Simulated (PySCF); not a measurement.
SMILES c1coc(-c2ccc[se]2)c1 (C8H6OSe), GFN2-xTB optimised geometry.

```
16

C     -0.74    -2.94     0.00
C      0.63    -2.94     0.00
O      1.10    -1.69     0.00
C      0.03    -0.85     0.00
C      0.32     0.55     0.00
C     -0.54     1.61     0.00
C      0.10     2.87     0.00
C      1.46     2.83     0.00
Se     2.11     1.09     0.00
C     -1.13    -1.59     0.00
H     -1.38    -3.80     0.00
H      1.34    -3.74     0.00
H     -1.61     1.50     0.00
H     -0.45     3.80     0.00
H      2.13     3.67     0.00
H     -2.13    -1.20     0.00
```

Density from CAM-B3LYP/def2-TZVP (PySCF) at that geometry.

Minimum of the electron density along straight lines between bonded atoms, close to the bond critical point (lines longer than 1.1 times the sum of covalent radii, or with two minima, are not listed):

```
bond     length / Å  ρ at the minimum / e bohr⁻³  ∇²ρ there / e bohr⁻⁵  position (fraction from the first atom)
-------  ----------  ---------------------------  --------------------  ---------------------------------------
C1–C2         1.361                        0.339                 -1.01                                     0.48
C2–O3         1.342                        0.297                 -0.25                                     0.33
O3–C4         1.353                        0.294                 -0.35                                     0.67
C4–C5         1.430                        0.300                 -0.90                                     0.51
C5–C6         1.368                        0.330                 -0.96                                     0.52
C6–C7         1.412                        0.307                 -0.90                                     0.50
C7–C8         1.359                        0.336                 -1.00                                     0.49
C5–Se9        1.874                        0.172                 -0.20                                     0.50
C8–Se9        1.856                        0.177                 -0.22                                     0.50
C1–C10        1.413                        0.303                 -0.85                                     0.50
C4–C10        1.373                        0.331                 -0.97                                     0.52
C1–H11        1.071                        0.292                 -1.07                                     0.65
C2–H12        1.072                        0.297                 -1.11                                     0.66
C6–H13        1.076                        0.289                 -1.04                                     0.65
C7–H14        1.077                        0.289                 -1.05                                     0.65
C8–H15        1.075                        0.290                 -1.05                                     0.65
C10–H16       1.070                        0.292                 -1.07                                     0.65
```
